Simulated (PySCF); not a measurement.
## Ionising LiBe

revPBE; Li def2-SVPD, Be def2-SVPD; no relativity (PySCF 2.14). Neutral (UKS): doublet (σ ↑), Re = 2.614 Å, ωe = 342 cm⁻¹, De = 0.57 eV, HOMO -3.10 eV, LUMO -2.12 eV.

LiBe⁺ (UKS): singlet (closed shell), Re = 2.649 Å, ωe = 312 cm⁻¹, De = 0.67 eV to Li⁺ + Be. The energies at the minima are -22.14568 hartree for LiBe and -21.94676 for LiBe⁺.

Q: Work out the adiabatic ionisation energy, without and with harmonic zero-point energies (1 hartree = 27.2114 eV, 1 eV = 8065.5 cm⁻¹), and the change of the bond length.

A: At revPBE: 0.19892 hartree = 5.413 eV between the minima; the zero-point term (312.0 − 342.0)/2 cm⁻¹ = -0.002 eV makes it 5.411 eV. Re changes by +3.5 pm against the neutral. The electron leaves a σ orbital, and the longer bond of the ion fits a bonding orbital, or a change in how ionic the bond is.

Closed-shell solutions of metal pairs were not tested for spin polarisation, which can lower them a little. For an ion De counts to the pair picked by the measured ionisation energies or electron affinities, which need not be the lowest pair at this level. States were picked by a PBE0 search and need not be the measured ground states.
